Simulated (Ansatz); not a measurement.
All numbers were calculated with Ansatz.

A structure relaxed at PBE0-D4/def2-TZVP, charge 0, multiplicity 1:

```xyz
11

N     1.219   -0.025   -1.257
Ge   -0.310   -0.067   -0.274
N    -0.352   -1.460    0.896
N    -0.653    1.530    0.525
Cl   -1.912   -0.416   -1.661
H     1.491   -0.891   -1.698
H     2.012    0.411   -0.809
H    -1.186   -1.541    1.459
H     0.473   -1.574    1.467
H    -0.199    1.683    1.412
H    -0.583    2.351   -0.059
```

Task: Give its formula and SMILES.

Result: ClGeH6N3, `[NH2][Ge]([NH2])([NH2])[Cl]`.

Task: Point group (tolerance 0.08 Å, 0.16 Å for H)?

Result: C3.

Task: Summarise the bond lengths by kind.

Result: 3 × Ge–N 1.818 to 1.819 Å; 6 × H–N 1.009 to 1.010 Å; 1 × Cl–Ge 2.148 Å.
